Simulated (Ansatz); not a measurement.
Compare A (`C[Si]1(Br)O[SiH2]1`) with its isomer B (`[SiH3][Si@H]1O[C@@H]1Br`).

Program: Ansatz. Geometries: PBE0-D4/def2-TZVP. ΔE: electronic, gas phase. CBS: MP2 limit from def2 TZ/QZ plus the TZ coupled-cluster correction, frozen cores. Functionals use def2-TZVPP. B3LYP here is the variant with VWN-RPA as its local correlation; programs differ in this. For Br outer-core shells are correlated without core-valence functions, which leaves a few kJ/mol of doubt a bond. Scalar relativity is left out up to krypton.

Q: Which is lower in electronic energy at CCSD(T)/CBS, and by how much? (Best estimate.)

A: The calculation gave: A, by 79.3 kcal/mol.

Q: Give E(B) − E(A) in kcal/mol with HF/def2-TZVPP, B2PLYP, PBE0-D4, ωB97M-V, CCSD/def2-TZVPP, B3LYP, r2SCAN-D4. (An estimate is asked.)

A: Computed: HF/def2-TZVPP 80.5, B2PLYP 77.7, PBE0-D4 76.9, ωB97M-V 79.3, CCSD/def2-TZVPP 78.1, B3LYP 75.7, r2SCAN-D4 78.3. None reverses the order clearly.

Largest T1 diagnostic: 0.013.

The D4 term adds +0.7 kcal/mol with B3LYP and +0.4 kcal/mol with PBE0; it sums over pairs of atoms, weighted by their polarisabilities, and B3LYP, whose exchange is more repulsive, gets the larger term. From PBE to PBE0 (25 % exact exchange), in def2-TZVPP and without D4, E(B) − E(A) moves by +3.7 kcal/mol.
